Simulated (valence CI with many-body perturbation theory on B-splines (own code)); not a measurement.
**Forbidden lines of Pm²¹⁺**

Calculated by configuration interaction combined with many-body perturbation theory (CI+MBPT): four valence electrons over a frozen Dirac-Fock core [Kr], a basis of 7 s, 7 p, 8 d, 6 f, 4 g, 1 h functions for each j, with the one-electron correlation potential Σ1, the two-electron term Σ2, the three-electron term Σ3, Breit, model QED; selected CI, second order for the rest, scaled by the run's own slope (own B-spline code, finite nucleus).

No measured levels were compared; by estimate terms of the open shell hold to 2 to 4 % of their energy, and close levels can change places. The list stops below the first excitations out of the core.

Lines 51 to 100 of 119 in falling wavelength, among levels below 685750 cm⁻¹, chosen from the decays that carry over 1 % of a level's rate. Wavelengths and rates use the calculated energies, so an error of 2000 cm⁻¹ moves a line at 199.7 nm by 4 % and its rate by three times that or more. Electric multipoles are in the length gauge, E1 and E2 with the static RPA response of the core. Weak lines are less certain than strong ones. Lines between different terms over intervals too small for the method are left out, as are lines whose strength nearly cancels. Branching is blank where the lifetime is uncertain.

Levels are named by their leading jj configuration (3d3/2^4 stands for four electrons in 3d with j = 3/2), which in mixed levels can hold well under half, so a name can repeat and another be missing. Letters in brackets count levels of one name in rising energy.

```
λ vac (nm)                      Upper                      Lower  Type   A (s⁻¹)  Branch %
     199.7      (4d3/2^2 4d5/2^2) J=6        (4d3/2^3 4d5/2) J=4    E2  4.28e-02       1.3
     197.3    (4d3/2 4d5/2^3) J=1 [b]    (4d3/2 4d5/2^3) J=1 [a]    M1  1.65e+02       3.8
     194.8  (4d3/2^2 4d5/2^2) J=0 [a]        (4d3/2^3 4d5/2) J=1    M1  4.72e+03     100.0
     188.8              (4d5/2^4) J=4        (4d3/2 4d5/2^3) J=5    M1  3.38e+02       5.1
     185.9        (4d3/2 4d5/2^3) J=6      (4d3/2^2 4d5/2^2) J=5    M1  9.69e+02      55.8
     180.5    (4d3/2 4d5/2^3) J=3 [b]  (4d3/2^2 4d5/2^2) J=3 [b]    M1  9.15e+02      30.7
     176.9    (4d3/2 4d5/2^3) J=3 [b]  (4d3/2^2 4d5/2^2) J=2 [b]    M1  5.12e+02      17.2
     175.9      (4d3/2^2 4d5/2^2) J=1        (4d3/2^3 4d5/2) J=2    M1  2.30e+03      91.1
     173.6  (4d3/2^2 4d5/2^2) J=2 [e]  (4d3/2^2 4d5/2^2) J=3 [b]    M1  4.70e+02      14.4
     173.4    (4d3/2 4d5/2^3) J=1 [a]  (4d3/2^2 4d5/2^2) J=2 [a]    M1  1.45e+03      25.9
     172.0  (4d3/2^2 4d5/2^2) J=4 [b]        (4d3/2^3 4d5/2) J=4    M1  1.23e+01       3.7
     171.2  (4d3/2^2 4d5/2^2) J=4 [b]        (4d3/2^3 4d5/2) J=3    M1  1.17e+02      34.8
     170.3  (4d3/2^2 4d5/2^2) J=2 [e]  (4d3/2^2 4d5/2^2) J=2 [b]    M1  1.92e+02       5.9
     169.6  (4d3/2^2 4d5/2^2) J=4 [c]      (4d3/2^2 4d5/2^2) J=5    M1  9.50e+01       5.6
     169.6    (4d3/2 4d5/2^3) J=3 [b]  (4d3/2^2 4d5/2^2) J=4 [b]    M1  3.78e+02      12.7
     167.9    (4d3/2 4d5/2^3) J=3 [c]  (4d3/2^2 4d5/2^2) J=2 [c]    M1  4.81e+02          
     166.4    (4d3/2 4d5/2^3) J=3 [c]    (4d3/2 4d5/2^3) J=3 [a]    M1  3.14e+01          
     164.6  (4d3/2^2 4d5/2^2) J=2 [d]      (4d3/2^2 4d5/2^2) J=1    M1  1.63e+02       8.5
     164.5    (4d3/2 4d5/2^3) J=1 [b]  (4d3/2^2 4d5/2^2) J=2 [c]    M1  7.21e+02      16.7
     164.4  (4d3/2^2 4d5/2^2) J=2 [b]        (4d3/2^3 4d5/2) J=3    M1  1.48e+01       3.6
     162.1              (4d5/2^4) J=4    (4d3/2 4d5/2^3) J=3 [a]    M1  1.21e+03      18.4
     162.0  (4d3/2^2 4d5/2^2) J=3 [b]        (4d3/2^3 4d5/2) J=4    M1  1.01e+03      85.4
     161.4  (4d3/2^2 4d5/2^2) J=3 [b]        (4d3/2^3 4d5/2) J=3    M1  6.12e+01       5.2
     155.5  (4d3/2^2 4d5/2^2) J=2 [a]        (4d3/2^3 4d5/2) J=1    M1  1.63e+03      71.0
     153.7        (4d3/2 4d5/2^3) J=5  (4d3/2^2 4d5/2^2) J=4 [a]    M1  2.01e+02      11.5
     153.5        (4d3/2 4d5/2^3) J=0      (4d3/2^2 4d5/2^2) J=1    M1  3.37e+03      91.3
     150.1  (4d3/2^2 4d5/2^2) J=4 [c]  (4d3/2^2 4d5/2^2) J=3 [a]    M1  5.72e+02      33.4
     142.0    (4d3/2 4d5/2^3) J=3 [c]    (4d3/2 4d5/2^3) J=4 [a]    M1  3.48e+02          
     141.6  (4d3/2^2 4d5/2^2) J=2 [b]        (4d3/2^3 4d5/2) J=2    M1  8.88e+01      21.3
     141.5    (4d3/2 4d5/2^3) J=1 [a]  (4d3/2^2 4d5/2^2) J=0 [a]    M1  2.12e+03      37.7
     141.5  (4d3/2^2 4d5/2^2) J=2 [d]  (4d3/2^2 4d5/2^2) J=2 [a]    M1  4.47e+01       2.3
     139.3  (4d3/2^2 4d5/2^2) J=3 [b]        (4d3/2^3 4d5/2) J=2    M1  7.31e+01       6.2
     138.9              (4d5/2^4) J=4    (4d3/2 4d5/2^3) J=4 [a]    M1  3.39e+03      51.3
     138.6  (4d3/2^2 4d5/2^2) J=2 [d]  (4d3/2^2 4d5/2^2) J=3 [a]    M1  2.06e+02      10.7
     137.9  (4d3/2^2 4d5/2^2) J=2 [e]      (4d3/2^2 4d5/2^2) J=1    M1  7.28e+02      22.3
     135.8    (4d3/2 4d5/2^3) J=4 [a]        (4d3/2^3 4d5/2) J=4    M1  6.58e+01       2.2
     135.3    (4d3/2 4d5/2^3) J=4 [a]        (4d3/2^3 4d5/2) J=3    M1  6.00e+02      19.9
     134.4  (4d3/2^2 4d5/2^2) J=4 [c]  (4d3/2^2 4d5/2^2) J=4 [a]    M1  6.80e+02      39.7
     124.7    (4d3/2 4d5/2^3) J=3 [b]  (4d3/2^2 4d5/2^2) J=2 [a]    M1  4.16e+01       1.4
     122.4    (4d3/2 4d5/2^3) J=3 [b]  (4d3/2^2 4d5/2^2) J=3 [a]    M1  4.05e+02      13.6
     119.2  (4d3/2^2 4d5/2^2) J=2 [e]  (4d3/2^2 4d5/2^2) J=3 [a]    M1  1.11e+03      34.1
     119.1              (4d5/2^4) J=4  (4d3/2^2 4d5/2^2) J=3 [b]    M1  2.16e+02       3.3
     118.8    (4d3/2 4d5/2^3) J=3 [a]        (4d3/2^3 4d5/2) J=3    M1  3.70e+02       9.0
     118.1    (4d3/2 4d5/2^3) J=1 [b]  (4d3/2^2 4d5/2^2) J=2 [b]    M1  1.11e+02       2.6
     118.0  (4d3/2^2 4d5/2^2) J=2 [c]        (4d3/2^3 4d5/2) J=3    M1  2.95e+03      78.7
     116.4    (4d3/2 4d5/2^3) J=3 [c]  (4d3/2^2 4d5/2^2) J=4 [b]    M1  6.31e+01          
     113.6  (4d3/2^2 4d5/2^2) J=2 [b]        (4d3/2^3 4d5/2) J=1    M1  1.92e+02      46.2
     111.8    (4d3/2 4d5/2^3) J=3 [b]  (4d3/2^2 4d5/2^2) J=4 [a]    M1  4.91e+02      16.5
     107.9        (4d3/2 4d5/2^3) J=5        (4d3/2^3 4d5/2) J=4    M1  4.73e+01       2.7
     106.4    (4d3/2 4d5/2^3) J=3 [a]        (4d3/2^3 4d5/2) J=2    M1  6.62e+02      16.2
```
